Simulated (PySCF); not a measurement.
These 2 structures share the formula C6H6F4. Computed with PBE0-D3(BJ)/def2-SVP geometry optimisation, gas phase (PySCF 2.14.0). Energies are electronic, without zero-point or thermal terms, for one conformer each. No frequencies were run at this level. Point groups hold within 0.08 Å.

Problem. Rank from lowest to highest electronic energy at this level (kJ/mol).
A. `[CH3:1][C:2]#[C:3][CH2:4][C@H:5]([F:6])[C:7]([F:8])([F:9])[F:10]` with C3–C4–C5–F6 -171°
B. `FC([C@]12C[C@](C2)(F)C1)(F)F`

Solution. B (0.0), A (23.3).

As drawn, the lower has a four-membered ring and a quaternary carbon, which the higher lacks; the higher has a C≡C bond, which the lower lacks.

| SMILES | E (Eh) | E rel (kJ/mol) | dipole (D) | point group | A, B, C (MHz) |
| --- | --- | --- | --- | --- | --- |
| FC(F)(F)[C@]12C[C@](F)(C1)C2 | -630.46271 | 0.0 | 0.67 | C3v | 2974, 845.6, 845.5 |
| CC#CC[C@H](F)C(F)(F)F | -630.45384 | 23.3 | 2.58 | C1 | 2234, 759.0, 645.4 |

Problem. As an exercise, what shares would exp(−E/RT) give at 2000 K from these electronic energies alone (no entropy, no degeneracies)?

Solution. RT = 16.629 kJ/mol: FC(F)(F)[C@]12C[C@](F)(C1)C2 80.2 %, CC#CC[C@H](F)C(F)(F)F 19.8 %.
